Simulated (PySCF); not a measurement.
# Partial charges of `N#C[C@@H](F)OC=O`

Compound: C3H2FNO2.
Geometry (GFN2-xTB, dihedral held, Å), atoms numbered from 1 in this order:
```
atom  x, y, z in Å
N1    -1.8144    1.7329    0.7721
C2    -1.3516    0.7916    0.3258
C3    -0.7417   -0.4165   -0.2283
F4    -1.5365   -0.9468   -1.1987
O5     0.5073   -0.1124   -0.8030
C6     1.5884   -0.7280   -0.3077
O7     1.6044   -1.4814    0.6115
H8    -0.6224   -1.1799    0.5651
H9     2.4586   -0.4030   -0.8947
```

Density: PBE0/pcSseg-1 (PySCF); schemes: Mulliken, IAO, Hirshfeld and ESP-fitted. The geometry is a constrained GFN2-xTB structure with the dihedral C2–C3–O5–C6 held at 120°, isolated molecule; it need not be a minimum.

Which atoms carry the lowest charge in the Mulliken, IAO, Hirshfeld and ESP-fitted schemes?

The schemes don't all agree: Mulliken O5 (-0.435); IAO O7 (-0.413); Hirshfeld O7 (-0.224); ESP-fitted O7 (-0.468).

Do the Mulliken, IAO, Hirshfeld and ESP-fitted schemes agree on where the charge is highest?

The schemes don't all agree: Mulliken C3 (+0.505); IAO C6 (+0.409); Hirshfeld C6 (+0.199); ESP-fitted C6 (+0.579).

Tabulate the Mulliken, IAO, Hirshfeld and ESP-fitted charges.

In e:

```
atom                 environment  Mulliken     IAO  Hirshfeld  ESP-fitted
  N1            nitrile nitrogen    -0.212  -0.176     -0.172      -0.361
  C2              nitrile carbon    +0.059  +0.118     +0.077      +0.244
  C3              sp3 C–F carbon    +0.505  +0.327     +0.162      +0.467
  F4              alkyl fluorine    -0.279  -0.279     -0.088      -0.218
  O5  ester single-bonded oxygen    -0.435  -0.328     -0.096      -0.385
  C6       ester carbonyl carbon    +0.447  +0.409     +0.199      +0.579
  O7       ester carbonyl oxygen    -0.381  -0.413     -0.224      -0.468
  H8            methine hydrogen    +0.167  +0.191     +0.063      +0.084
  H9             formyl hydrogen    +0.129  +0.150     +0.080      +0.058
```

Mean size of the charges over all atoms: ESP-fitted 0.318 e, Mulliken 0.290 e, IAO 0.266 e, Hirshfeld 0.129 e. Each set sums to the total charge, 0, to within 0.001 e. The Hirshfeld scheme divides the density at each point in proportion to the densities of the neutral, spherically averaged free atoms. The ESP scheme fits charges at the nuclei, held to the total charge, to the electrostatic potential on points at 1.4 to 2.0 times the van der Waals radii.

How closely do the schemes follow one another over all atoms?

Correlation coefficient and root-mean-square difference: Mulliken with IAO 0.98, 0.076 e; Hirshfeld with ESP-fitted 0.97, 0.227 e; IAO with ESP-fitted 0.96, 0.120 e; Mulliken with ESP-fitted 0.96, 0.106 e; IAO with Hirshfeld 0.96, 0.156 e; Mulliken with Hirshfeld 0.93, 0.203 e.

How many electrons does the Mulliken scheme count on C3?

Z − q = 6 − (+0.505) = 5.495.

Sum the charges by element, for elements with more than one atom.

```csv
element,atoms,Mulliken,IAO,Hirshfeld,ESP-fitted
C,3,+1.011,+0.854,+0.437,+1.290
O,2,-0.816,-0.741,-0.320,-0.853
H,2,+0.296,+0.341,+0.143,+0.142
```

The run behind these numbers computed NMR shieldings as well. Time: 19 s. Hardware: an Arm Neoverse N1 with one thread, no GPU, on a shared host.
